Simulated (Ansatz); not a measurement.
`F[C]1(S)[NH][AlH]1`, charge 0, multiplicity 1.

Question: Give a relaxed structure at PBE0-D4/def2-TZVP (the Gaussian-basis code of Ansatz). (Best estimate.)

Answer: The calculation gave: 
Z-matrix (Å, degrees):
```
C
S 1 1.805
N 1 1.435 2 112.6
F 1 1.391 2 108.3 3 -126.3
Al 1 1.926 2 127.7 3 69.3
H 2 1.343 1 96.6 3 178.2
H 3 1.011 1 120.8 2 -54.6
H 5 1.569 1 169.9 2 83.2
```
